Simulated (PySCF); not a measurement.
A species of formula C8H9OP has this rotational fingerprint, computed with PBE0/pcSseg-1 in PySCF (dipole) on a GFN2-xTB geometry, gas phase:

```
Rotational constants : A = 3263, B = 777.8, C = 646.9 MHz
Dipole components    : |μa| = 3.98 D, |μb| = 0.00 D, |μc| = 0.74 D
Inertial defect      : -23.45 u·Å²
κ                    : -0.90
```

Question: Which candidate fits, each taken in the one conformer that was computed?
A. `[O:1]=[PH:2]1[CH2:3][c:4]2[cH:5][cH:6][cH:7][cH:8][c:9]2[CH2:10]1` with O1–P2–C3–C4 154°, P2–C3–C4–C5 159°, C8–C9–C10–P2 -159°, O1–P2–C10–C9 -154°
B. `[CH3:1][c:2]1[cH:3][p:4][c:5]([CH3:6])[c:7]([CH:8]=[O:9])[cH:10]1` with C5–C7–C8–O9 180°
C. `[CH:1]1=[CH:2][P:3]([c:4]2[cH:5][cH:6][cH:7][o:8]2)[CH2:9][CH2:10]1` with C2–P3–C4–C5 110°, C1–C2–P3–C4 90°, C2–P3–C9–C10 16°, P3–C9–C10–C1 -19°, C2–C1–C10–C9 13°
D. `[CH2:1]=[CH:2][c:3]1[p:4][cH:5][o:6][c:7]1[CH:8]1[CH2:9][CH2:10]1` with C1–C2–C3–P4 5°, O6–C7–C8–C9 33°
E. `[CH3:1][C:2](=[O:3])[c:4]1[cH:5][c:6]([CH3:7])[cH:8][cH:9][p:10]1` with C1–C2–C4–C5 180°
F. `[CH:1]#[C:2][CH2:3][P@@:4](=[O:5])([C:6]#[C:7][CH3:8])[CH:9]=[CH2:10]` with C2–C3–P4–O5 178°, C3–P4–C9–C10 126°

Answer: A. It is O=[PH]1Cc2ccccc2C1, an asymmetric top, point group Cs. The candidates at the same level (rigid rotor, commonest isotopes):

| SMILES | A (MHz) | B (MHz) | C (MHz) | μa (D) | μb (D) | μc (D) | Δ (u·Å²) | point group | rotor |
| --- | --- | --- | --- | --- | --- | --- | --- | --- | --- |
| CC(=O)c1cc(C)ccp1 | 1855 | 927.0 | 622.9 | 2.56 | 1.35 | 0.05 | -6.26 | – | asymmetric top |
| C=Cc1pcoc1C1CC1 | 1895 | 908.2 | 645.0 | 1.95 | 0.66 | 0.01 | -39.65 | near Cs | asymmetric top |
| C1=CP(c2ccco2)CC1 | 2416 | 899.0 | 809.8 | 0.25 | 1.40 | 0.32 | -147.23 | C1 | asymmetric top |
| O=[PH]1Cc2ccccc2C1 | 3263 | 777.8 | 646.9 | 3.98 | 0.00 | 0.74 | -23.45 | Cs | asymmetric top |
| Cc1cpc(C)c(C=O)c1 | 1385 | 1127 | 626.4 | 1.30 | 0.89 | 0.06 | -6.28 | – | asymmetric top |
| C#CC[P@@](=O)(C#CC)C=C | 1197 | 897.3 | 677.5 | 2.13 | 2.11 | 2.65 | -239.45 | C1 | asymmetric top |

`CC(=O)c1cc(C)ccp1` has A 43 % too low; `C#CC[P@@](=O)(C#CC)C=C` has A 63 % too low; `Cc1cpc(C)c(C=O)c1` has A 58 % too low; `C1=CP(c2ccco2)CC1` has A 26 % too low; `C=Cc1pcoc1C1CC1` has A 42 % too low. In the right answer the mirror of this Cs structure is the ac plane, so μb vanishes by symmetry. No structure here is proved a minimum.
